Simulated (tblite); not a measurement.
Species: C₃Cl₃F₃ (charge +1 and doublet state).
Atom-mapped SMILES: `[F:1][C:2]([C+:3]([F:4])[F:5])[C:6]([Cl:7])([Cl:8])[Cl:9]`

Computed with GFN2-xTB (tblite), gas phase: L-BFGS steps from a force-field or distance-geometry start until the largest atomic force falls under 0.01 eV/Å.

Step 16: E = -915.8697 eV
```
atom  x, y, z in Å  |  force x, y, z in eV/Å
F1     -0.0395   -1.8180   -0.2267   -0.043   0.008  -0.017
C2     -0.1864   -0.5121   -0.1434    0.051   0.033  -0.025
C3     -1.4552   -0.0029   -0.1270    0.040   0.005   0.127
F4     -1.7081    1.2649   -0.0465   -0.009   0.006  -0.005
F5     -2.5150   -0.7326   -0.1740   -0.046  -0.016  -0.120
C6      1.0953    0.2518    0.0715   -0.086  -0.089  -0.054
Cl7     2.4841   -0.5345   -0.7280    0.066  -0.136   0.103
Cl8     1.1459    1.9132   -0.5463   -0.126   0.105   0.078
Cl9     1.1925    0.1762    1.8953    0.153   0.085  -0.088
```

Step 17: E = -915.8738 eV
```
atom  x, y, z in Å  |  force x, y, z in eV/Å
F1     -0.0412   -1.8201   -0.2258   -0.060   0.035  -0.019
C2     -0.1893   -0.5138   -0.1412    0.120   0.039  -0.027
C3     -1.4572   -0.0028   -0.1285    0.053  -0.023   0.134
F4     -1.7080    1.2646   -0.0398   -0.023  -0.001  -0.013
F5     -2.5161   -0.7334   -0.1851   -0.051   0.007  -0.112
C6      1.0939    0.2485    0.0719   -0.045   0.010  -0.048
Cl7     2.4849   -0.5404   -0.7267   -0.003  -0.082   0.117
Cl8     1.1429    1.9209   -0.5467   -0.120  -0.060   0.111
Cl9     1.2036    0.1825    1.8967    0.129   0.076  -0.142
```

Step 18: E = -915.8781 eV
```
atom  x, y, z in Å  |  force x, y, z in eV/Å
F1     -0.0442   -1.8217   -0.2252   -0.060   0.038  -0.025
C2     -0.1906   -0.5151   -0.1403    0.101   0.040  -0.019
C3     -1.4586   -0.0031   -0.1276    0.057  -0.040   0.111
F4     -1.7082    1.2643   -0.0336   -0.032  -0.020  -0.015
F5     -2.5173   -0.7338   -0.1977   -0.027   0.036  -0.092
C6      1.0920    0.2453    0.0707    0.033   0.106  -0.031
Cl7     2.4861   -0.5485   -0.7222   -0.062  -0.027   0.110
Cl8     1.1367    1.9283   -0.5443   -0.105  -0.195   0.118
Cl9     1.2177    0.1903    1.8951    0.096   0.061  -0.156
```

**Question.** Estimate the geometry and energy of step 19. (The exact step hangs on the optimiser's Hessian estimate; all steps are aligned on step 18, rigid shifts and turns removed.)

**Answer.** E = -915.8831 eV, largest force 0.295 eV/Å
```
atom  x, y, z in Å  |  force x, y, z in eV/Å
F1     -0.0486   -1.8229   -0.2243   -0.042   0.041  -0.033
C2     -0.1912   -0.5157   -0.1384    0.041   0.009  -0.005
C3     -1.4596   -0.0043   -0.1250    0.002  -0.042   0.059
F4     -1.7091    1.2628   -0.0240   -0.037  -0.041  -0.011
F5     -2.5194   -0.7336   -0.2185    0.048   0.080  -0.054
C6      1.0898    0.2431    0.0704    0.112   0.166  -0.006
Cl7     2.4851   -0.5585   -0.7161   -0.092   0.015   0.080
Cl8     1.1282    1.9327   -0.5404   -0.088  -0.266   0.093
Cl9     1.2384    0.2023    1.8911    0.055   0.040  -0.122
```

The energy changes by -0.0050 eV. The first-order estimate −F·Δx gives -0.0068 eV and the mean of the old and new forces, exact on a quadratic surface, -0.0050 eV. The step makes an angle of 65° with the force vector and moves no atom by more than 0.024 Å.

The cost below is that of the whole relaxation. On an Arm Neoverse V2 with one thread (shared host), this took 0.52 s of wall time.
